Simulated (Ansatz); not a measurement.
Computed with Ansatz on PBE0-D4/def2-TZVP structures; ΔE is electronic, products minus reactants. CCSD(T)/CBS adds triple-zeta CCSD(T) − MP2 to the extrapolated MP2 energy (def2 sets, frozen cores). This one scheme is used for every species. Functionals use def2-TZVPP. B3LYP here is the variant with VWN-RPA as its local correlation; programs differ in this. For Ge outer-core shells are correlated without core-valence functions, which leaves a few kJ/mol of doubt a bond. Scalar relativity is left out up to krypton. Each species was taken in one conformer, which may not be the lowest.

Consider the formal exchange of groups at a C–O bond: `COCOC` + `[AlH2][GeH3]` → `[CH3][AlH][GeH3]` + `COCO`.

`COCOC`:

Z-matrix (Å, degrees):
```
C
O 1 1.409
H 1 1.095 2 111.8
H 1 1.090 2 107.2 3 -119.7
H 1 1.098 2 110.9 3 121.3
C 2 1.392 1 113.2 3 -62.7
O 6 1.392 2 113.9 1 67.4
H 6 1.098 2 105.4 1 -170.8
H 6 1.098 2 110.9 1 -51.3
C 7 1.409 6 113.2 2 67.4
H 10 1.095 7 111.7 6 -62.7
H 10 1.090 7 107.2 6 177.6
H 10 1.098 7 110.9 6 58.6
```

`[AlH2][GeH3]`:

Cartesian coordinates in Å:
```
Al 0.486 -1.214 0.593
Ge -0.332 0.880 -0.446
H 1.452 -1.159 1.853
H 0.031 -2.624 0.023
H -0.652 0.727 -1.946
H -1.642 1.338 0.231
H 0.658 2.052 -0.308
```

`[CH3][AlH][GeH3]`:

Z-matrix (Å, degrees):
```
C
Al 1 1.951
H 1 1.092 2 113.2
H 1 1.096 2 110.3 3 -121.1
H 1 1.095 2 110.8 3 121.8
Ge 2 2.482 1 120.6 3 -177.3
H 2 1.592 1 121.2 3 3.0
H 6 1.544 2 111.8 1 -120.3
H 6 1.544 2 112.0 1 121.3
H 6 1.543 2 114.0 1 0.4
```

`COCO`:

```xyz
10

C     0.544   -0.647    1.041
O    -0.070    0.563    0.661
C    -0.723    0.489   -0.565
O     0.143    0.329   -1.650
H     1.007   -0.481    2.013
H    -0.199   -1.451    1.132
H     1.309   -0.955    0.323
H    -1.304    1.414   -0.642
H    -1.395   -0.379   -0.600
H     0.689    1.119   -1.713
```

Question: Is it downhill or uphill in electronic energy at CCSD(T)/CBS, and by how much? (Best estimate.)

Answer: The calculation gave: Downhill: ΔE = -21.2 kcal/mol.

Question: What do these levels give: r2SCAN-D4, B3LYP-D4, ωB97X-V, ωB97M-V, PBE, HF/def2-TZVPP, MP2/def2-TZVPP, CCSD(T)/def2-TZVPP, HF/def2-QZVPP, MP2/def2-QZVPP, SCS-MP2/def2-QZVPP, HF/CBS(def2)? (Best estimate.)

Answer: The calculation gave: r2SCAN-D4 -21.2, B3LYP-D4 -19.7, ωB97X-V -19.2, ωB97M-V -20.8, PBE -21.3, HF/def2-TZVPP -17.3, MP2/def2-TZVPP -21.7, CCSD(T)/def2-TZVPP -20.2, HF/def2-QZVPP -17.3, MP2/def2-QZVPP -22.3, SCS-MP2/def2-QZVPP -20.7, HF/CBS(def2) -17.3 kcal/mol.

Largest T1 diagnostic among the species: 0.012.

In def2-TZVPP, CCSD(T) changes the Hartree–Fock value by −2.9 kcal/mol (the triples alone add −0.2 kcal/mol) and MP2 by −4.4 kcal/mol.
